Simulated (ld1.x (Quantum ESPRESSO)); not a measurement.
**An all-electron radial function and its pseudo partner (chromium)**

Columns: radius, all-electron u(r) and pseudo u(r) of the 4s shell (level -4.01 eV) of chromium in the configuration [Ar] 3d5 4s1 4p0; PBE, scalar-relativistic, TM scheme, ld1.x (Quantum ESPRESSO) 7.5.

| r (bohr) | all-electron | pseudo |
| --- | --- | --- |
| 0.198 | -0.1474 | -0.0190 |
| 0.395 | 0.0597 | -0.0401 |
| 0.593 | 0.2329 | -0.0662 |
| 0.790 | 0.2200 | -0.0997 |
| 0.988 | 0.1004 | -0.1438 |
| 1.185 | -0.0502 | -0.2000 |
| 1.383 | -0.1944 | -0.2683 |
| 1.580 | -0.3155 | -0.3435 |
| 1.778 | -0.4111 | -0.4182 |
| 1.975 | -0.4815 | -0.4825 |
| 2.173 | -0.5308 | -0.5308 |
| 2.370 | -0.5618 | -0.5618 |
| 2.568 | -0.5782 | -0.5782 |
| 2.765 | -0.5827 | -0.5827 |
| 2.963 | -0.5779 | -0.5779 |
| 3.160 | -0.5657 | -0.5657 |
| 3.358 | -0.5480 | -0.5480 |
| 3.555 | -0.5262 | -0.5262 |
| 3.753 | -0.5016 | -0.5016 |
| 3.950 | -0.4752 | -0.4752 |
| 4.148 | -0.4477 | -0.4477 |
| 4.345 | -0.4201 | -0.4201 |
| 4.542 | -0.3927 | -0.3927 |
| 4.740 | -0.3657 | -0.3657 |
| 4.938 | -0.3396 | -0.3396 |
| 5.135 | -0.3147 | -0.3147 |

Q: How many radial nodes do the two functions have?

A: The all-electron 4s function has n − l − 1 = 3 (the table is too coarse to show those close to the nucleus); the pseudo-wave has 0, since the states of the same l below it are removed with the core.

Q: At about which radius was the pseudo-wave matched?

A: 2.45 bohr. The columns agree to 0.0005 from 2.17 bohr on; several derivatives are matched, so the curves merge somewhat inside the radius.

Q: Is the pseudo-wave norm-conserving?

A: Yes: the TM scheme keeps the norm inside the radius equal to the all-electron one, which fixes the energy derivative of the logarithmic derivative at the level.
